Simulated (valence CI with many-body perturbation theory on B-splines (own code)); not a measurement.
Kr VI: calculated level list

Computed by configuration interaction combined with many-body perturbation theory (CI+MBPT): three valence electrons over a frozen Dirac-Fock core [Ar] 3d10, radial functions for each j: 11 s, 11 p, 10 d, 8 f, 5 g, 2 h, with the one-electron correlation potential Σ1, the two-electron term Σ2, the three-electron term Σ3, Breit, model QED; selected CI, second order for the rest, scaled by the run's own slope (own B-spline code, finite nucleus).

Against 40 measured levels this calculation errs by 204 cm⁻¹ on average and by 839 at most. These come from a selection out of Saloman, J. Phys. Chem. Ref. Data 36, 215 (2007). Levels without a partner in it may be off by more. 3 measured levels below the end of the list, from 390595 cm⁻¹ on, found no clear computed partner, and computed levels of the same name lie up to 2891 cm⁻¹ from them.

Levels 136 to 175 of 175, with energies above the lowest level, 4s2 4p 2P°_1/2. "Leading %" is the weight of the configuration and term that name the level; weights of strongly mixed levels are sums over their largest components and can fall short. Lifetimes count E1, E2, E3, M1 and M2 decay at the calculated energies, and are blank where another channel may lead or the interval is too uncertain; long ones can be off by a factor of two.

| No. | Configuration | Term | J | E (eV) | Leading % | Lifetime | Second component |
| --- | --- | --- | --- | --- | --- | --- | --- |
| 136 | 4s 4p 5d | 2D° | 3/2 | 64.511 | 50 | 272 ps | 26 % 4s 4p 5d 4F° |
| 137 | 4s2 6g | 2G | 9/2 | 64.541 | 88 | 236 ps | 5 % 4s 4p 4f 2G |
| 138 | 4s 4p 5d | 2D° | 5/2 | 64.679 | 29 | 275 ps | 21 % 4s 4p 5d 2F° |
| 139 | 4s2 6h | 2H° | 9/2 | 64.692 | 97 | 469 ps |  |
| 140 | 4s2 6h | 2H° | 11/2 | 64.692 | 97 | 469 ps |  |
| 141 | 4s 4p 5d | 4D° | 7/2 | 64.947 | 52 | 322 ps | 45 % 4s 4p 5d 4F° |
| 142 | 4s 4p 5d | 4F° | 9/2 | 65.023 | 98 | 328 ps |  |
| 143 | 4p2 4d | 2F | 5/2 | 65.075 | 47 | 25.9 ps | 42 % 4s 4p 4f 2F |
| 144 | 4s 4p 5d | 4P° | 5/2 | 65.137 | 51 | 295 ps | 26 % 4s 4p 5d 4D° |
| 145 | 4s 4p 4f | 2F | 7/2 | 65.208 | 50 | 26.9 ps | 43 % 4p2 4d 2F |
| 146 | 4s 4p 5d | 4P° | 3/2 | 65.293 | 80 | 295 ps | 14 % 4s 4p 5d 4D° |
| 147 | 4s 4p 5d | 2F° | 5/2 | 65.359 | 55 | 258 ps | 23 % 4s 4p 5d 2D° |
| 148 | 4s 4p 5d | 4P° | 1/2 | 65.391 | 94 | 290 ps |  |
| 149 | 4s2 7d | 2D | 3/2 | 65.453 | 96 | 835 ps |  |
| 150 | 4s2 7d | 2D | 5/2 | 65.468 | 95 | 825 ps |  |
| 151 | 4s 4p 5d | 2F° | 7/2 | 65.762 | 93 | 235 ps |  |
| 152 | 4s 4p 5d | 2P° | 3/2 | 65.802 | 82 | 259 ps | 8 % 4s 4p 5d 2D° |
| 153 | 4s 4p 5d | 2P° | 1/2 | 66.081 | 94 | 263 ps |  |
| 154 | 4p2 4d | 2D | 5/2 | 66.196 | 36 | 32.9 ps | 35 % 4s 4p 4f 2D |
| 155 | 4s 4p 4f | 2D | 3/2 | 66.258 | 53 | 33.6 ps | 32 % 4p2 4d 2D |
| 156 | 4s2 8s | 2S | 1/2 | 66.268 | 97 | 217 ps |  |
| 157 | 4s 4p 4f | 2G | 7/2 | 66.709 | 41 | 47.7 ps | 19 % 4s 4p 4f 2F |
| 158 | 4s 4p 4f | 2F | 5/2 | 66.817 | 50 | 41.2 ps | 14 % 4s 4d2 2F |
| 159 | 4s 4p 6s | 4P° | 1/2 | 66.919 | 86 | 98.6 ps | 9 % 4s 4p 6s 2P° |
| 160 | 4s 4p 4f | 2G | 9/2 | 66.971 | 62 | 47.3 ps | 15 % 4s 4d2 2G |
| 161 | 4s 4p 4f | 2F | 7/2 | 66.995 | 35 | 41.7 ps | 16 % 4s 4p 4f 2G |
| 162 | 4s2 8p | 2P° | 1/2 | 67.172 | 86 | 449 ps | 6 % 4s 4p 6s 4P° |
| 163 | 4s2 8p | 2P° | 3/2 | 67.177 | 49 | 166 ps | 40 % 4s 4p 6s 4P° |
| 164 | 4s 4p 6s | 4P° | 3/2 | 67.291 | 49 | 173 ps | 47 % 4s2 8p 2P° |
| 165 | 4s 4p 6s | 2P° | 1/2 | 67.541 | 84 | 93.9 ps | 8 % 4s2 8p 2P° |
| 166 | 4s2 7f | 2F° | 5/2 | 67.893 | 94 | 1.19 ns |  |
| 167 | 4s2 7f | 2F° | 7/2 | 67.900 | 94 | 1.18 ns |  |
| 168 | 4s 4d2 | 4F | 3/2 | 67.950 | 91 | 23.9 ps | 4 % 4s 4p 4f 4F |
| 169 | 4s 4p 6s | 4P° | 5/2 | 67.984 | 98 | 98.3 ps |  |
| 170 | 4s 4d2 | 4F | 5/2 | 67.995 | 91 | 24.1 ps | 4 % 4s 4p 4f 4F |
| 171 | 4s 4d2 | 4F | 7/2 | 68.056 | 92 | 24.4 ps | 4 % 4s 4p 4f 4F |
| 172 | 4s 4d2 | 4F | 9/2 | 68.133 | 92 | 24.8 ps | 4 % 4s 4p 4f 4F |
| 173 | 4p2 5s | 4P | 1/2 | 68.259 | 76 | 56.6 ps | 11 % 4p2 5s 2P |
| 174 | 4s 4p 6s | 2P° | 3/2 | 68.315 | 88 | 83.8 ps | 8 % 4s 4p 6s 4P° |
| 175 | 4s2 7g | 2G | 7/2 | 68.392 | 89 | 163 ps | 4 % 4s 4d2 2G |

Names give the largest LS component (configuration and term), which can be under half, so a name can repeat, a term be missing and a line seem to break the LS rules; names also repeat where a configuration has a term twice.

Where two levels of one J and parity lie close, their mixing, g and order are uncertain.
